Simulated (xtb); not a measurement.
F3Gd, multiplicity 8, geometry from GFN2-xTB (such geometries of metal compounds can be far from the true shape) (GFN-xTB holds the 4f electrons in the core, so unpaired electrons go into valence orbitals and the state isn't the physical one); GFN0-xTB (xtb 6.7.1).

The xtb input:
```
$ xtb mol.xyz --gfn 0 --chrg 0 --uhf 7 --json

# file mol.xyz
4

Gd     0.16090987    -0.19183516    -0.35220894
F     -1.72584718    -0.05273151     0.73507864
F     -0.65338502     1.74166647     0.24770069
F      1.23498424    -0.32477386     1.52181756
```

What the program printed (banner, timings and long lists left out):

```
   ID    Z sym.   atoms
    1   64 Gd     1
    2    9 F      2-4

           -------------------------------------------------
          |                Calculation Setup                |
           -------------------------------------------------

           -------------------------------------------------
          |                 G F N 0 - x T B                 |
           -------------------------------------------------

          ...................................................
          :                      SETUP                      :
          :.................................................:
          :  # basis functions                  22          :
          :  # atomic orbitals                  21          :
          :  # shells                            9          :
          :  # electrons                        24          :
          :  electronic temp.          300.0000000     K    :
          :  accuracy                    1.0000000          :
          :  -> integral cutoff          0.2500000E+02      :
          :  -> integral neglect         0.1000000E-07      :
          ...................................................

         :::::::::::::::::::::::::::::::::::::::::::::::::::::
         ::                     SUMMARY                     ::
         :::::::::::::::::::::::::::::::::::::::::::::::::::::
         :: total energy             -12.593703441661 Eh    ::
         :: gradient norm              0.014625225585 Eh/a0 ::
         :: HOMO-LUMO gap              1.387859842436 eV    ::
         ::.................................................::
         :: H0 energy                -12.407658130783 Eh    ::
         :: repulsion energy           0.004590014943 Eh    ::
         :: electrostat energy        -0.190074446333 Eh    ::
         :: -> Gsolv                   0.000000000000 Eh    ::
         ::    -> Gsasa                0.000000000000 Eh    ::
         ::    -> Gshift               0.000000000000 Eh    ::
         :: dispersion energy         -0.000560879488 Eh    ::
         :: short-range corr.          0.000000000000 Eh    ::
         :: add. restraining           0.000000000000 Eh    ::
         :: total charge               0.000000000000 e     ::
         :::::::::::::::::::::::::::::::::::::::::::::::::::::

           -------------------------------------------------
          |                Property Printout                |
           -------------------------------------------------

    * Orbital Energies and Occupations

         #    Occupation            Energy/Eh            Energy/eV
      -------------------------------------------------------------
         1        2.0000           -0.8558721             -23.2895
       ...           ...                  ...                  ...
         3        2.0000           -0.7795897             -21.2137
         4        2.0000           -0.4495957             -12.2341
         5        1.9986           -0.4463069             -12.1446
         6        1.9345           -0.4426237             -12.0444
         7        1.7749           -0.4412722             -12.0076
         8        1.7273           -0.4410297             -12.0010
         9        1.6990           -0.4408982             -11.9975
        10        1.4680           -0.4399759             -11.9724
        11        1.3977           -0.4397036             -11.9649
        12        1.0001           -0.4314210             -11.7396
        13        1.0000           -0.3061898              -8.3318
        14        1.0000           -0.2974022              -8.0927
        15        1.0000           -0.2943901              -8.0108 (HOMO)
        16                         -0.2433872              -6.6229 (LUMO)
        17                         -0.2366286              -6.4390
        18                         -0.2294389              -6.2433
        19                          0.0563078               1.5322
        20                          0.2051057               5.5812
        21                          0.4096523              11.1472
      -------------------------------------------------------------
                  HL-Gap            0.0510029 Eh            1.3879 eV
             Fermi-level            0.0000000 Eh            0.0000 eV

     #   Z          covCN         q      C6AA      α(0)
     1  64 Gd       1.872     0.979   308.630    40.404
     2   9 F        0.627    -0.318    12.602     4.093
     3   9 F        0.627    -0.318    12.602     4.093
     4   9 F        0.624    -0.344    12.915     4.143

 Mol. C6AA /au·bohr⁶  :        739.253320
 Mol. C8AA /au·bohr⁸  :      77637.795889
 Mol. α(0) /au        :         52.733127

Wiberg/Mayer (AO) data.
largest (>0.10) Wiberg bond orders for each atom

 ---------------------------------------------------------------------------
     #   Z sym  total        # sym  WBO       # sym  WBO       # sym  WBO
 ---------------------------------------------------------------------------
     1  64 Gd   1.476 --     4 F    0.530     2 F    0.473     3 F    0.473
     2   9 F    1.233 --     3 F    0.743     1 Gd   0.473
     3   9 F    1.233 --     2 F    0.743     1 Gd   0.473
     4   9 F    0.565 --     1 Gd   0.530
 ---------------------------------------------------------------------------

Topologies differ in total number of bonds
Writing topology from bond orders to xtbtopo.mol

 dipole moment from electron density (au)
     X       Y       Z
  -1.4174   0.9419   0.3489  total (Debye):    4.416

           -------------------------------------------------
          | TOTAL ENERGY              -12.593703441661 Eh   |
          | GRADIENT NORM               0.014625225585 Eh/α |
          | HOMO-LUMO GAP               1.387859842436 eV   |
           -------------------------------------------------

normal termination of xtb
```
